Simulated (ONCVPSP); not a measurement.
**Potentials for iron (Fe) compared**

Generated with ld1.x 7.5 (TM, RRKJ, ultrasoft, PAW), atompaw 4.2 or ONCVPSP 4.0.1. The cutoff is in Ry: for ld1.x and atompaw files where the sum of valence levels is converged to 10 mRy in a Bessel basis, for ONCV files where the hardest occupied wave has 1 mHa per electron of residual kinetic energy. The error is the largest all-electron minus pseudo excitation energy over each file’s own four to seven test configurations (ionisations up to +4, promotions, holes and added fractions of an electron), all of which were solved. The labels leave out finer settings (local radius, basis sizes, second energies), which also bear on the numbers. Spin-polarised tests are not counted. The rows are a selection from randomly drawn settings: files with unsolved tests, undetermined cutoffs or missed reference levels are left out.

A true bound ghost makes a file unfit for plane-wave use even where its test errors are small: the radial tests pick states by their node count and pass the ghost by.

| potential | cutoff (Ry) | largest error (meV) | bound ghosts |
| --- | --- | --- | --- |
| ONCV, PBEsol, scalar-relativistic, rc 1.60/1.00/1.45 (spd), local smoothed, core correction no, reference 3s2 3p6 3d6 4s1.5, qcut 8.8/15/9.5, projectors 2/3/3 | 142 | +2.5 | none |
| ONCV, LDA (Perdew-Wang 92), scalar-relativistic, rc 1.50/0.75/1.65 (spd), local smoothed, core correction no, reference 3s2 3p6 3d6 4s2, qcut 9.3/11.9/9.3, projectors 2/2/2 | 128 | -161 | none |
| ONCV, PBEsol, scalar-relativistic, rc 1.55/0.95/1.45 (spd), local smoothed, core correction yes, reference 3s2 3p6 3d6 4s1, qcut 8.8/7.6/11.1, projectors 2/2/1 | 95 | +151 | none |
| ONCV, revPBE, scalar-relativistic, rc 0.80/1.35/1.70 (spd), local smoothed, core correction yes, reference 3s2 3p6 3d5, qcut 8.2/10.1/8.7, projectors 1/2/2 | 411 | +580 | none |
| ONCV, PBE, scalar-relativistic, rc 1.45/0.80/1.25 (spd), local smoothed, core correction no, reference 3s2 3p6 3d7 4s1, qcut 8/11.7/11.3, projectors 2/2/2 | 132 | +54 | none |
| ONCV, PW91, scalar-relativistic, rc 2.00/1.65/0.95 (spd), local d, core correction yes, reference 3d6 4s0.5, qcut 3.6/4.2/15.6, projectors 2/1/0 | 188 | -213 | s, p |

(1) Fill in the row for Fe: ONCV, LDA (Perdew-Wang 92), scalar-relativistic, rc 1.55/1.30/1.75 (spd), local smoothed, core correction yes, reference 3s2 3p6 3d6 4s1 4p1, qcut 7/12/9.6, projectors 2/2/2.

(2) Fill in the row for Fe: ONCV, PBEsol, scalar-relativistic, rc 1.60/1.30/1.90 (spd), local p, core correction no, reference 3s2 3p6 3d7 4s1, qcut 8.4/10.7/7.8, projectors 2/0/2.

Results:

(1) cutoff 73 Ry, largest error +2.4 meV, bound ghosts: none.

(2) cutoff 70 Ry, largest error +517 meV, bound ghosts: none.
